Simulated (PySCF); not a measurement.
## Silicon: a sound run and one with changed settings

Sound run: Si²⁺ [Ne] 3s2, Si³⁺ [Ne] 3s1. Calculation: PySCF 2.14, in x2c-SVPall; scalar relativity by spin-free X2C-1e. In the sound run the correlated levels freeze [Ne]. The sound run starts from symmetry-adapted Hartree-Fock orbitals and uses a fine grid where one is needed.

Changed run: the non-relativistic Hamiltonian (point nucleus). This setting is unsound on purpose.

| species | method | sound run (hartree) | changed run (hartree) | converged |
| --- | --- | --- | --- | --- |
| Si²⁺ | UHF | -288.48737 | -287.83065 | yes |
| Si²⁺ | PBE0 | -288.84742 | -288.19099 | yes |
| Si²⁺ | M06-L | -288.96562 | -288.30913 | yes |
| Si²⁺ | MP2 | -288.51665 | -287.85995 | yes |
| Si²⁺ | CCSD(T) | -288.53082 | -287.87420 | yes |
| Si³⁺ | UHF | -287.31230 | -286.65840 | yes |
| Si³⁺ | PBE0 | -287.62336 | -286.96993 | yes |
| Si³⁺ | M06-L | -287.73977 | -287.08601 | yes |

Ionisation energy of Si²⁺:

```tsv
method	sound run (eV)	changed run (eV)
UHF	31.975	31.899
PBE0	33.308	33.227
M06-L	33.357	33.283
MP2	32.772	32.696
SCS-MP2	32.931	32.855
CCSD	33.158	33.084
CCSD(T)	33.158	33.084
CCSDT	33.158	33.084
FCI	33.158	33.084
```

Most of the change in total energy is the relativistic energy itself. On top of that the contraction fixes the core shape for the Hamiltonian it was made with, so the changed run is not a good calculation with the other Hamiltonian either.

For comparison, NIST gives 33.493 eV between the lowest levels.
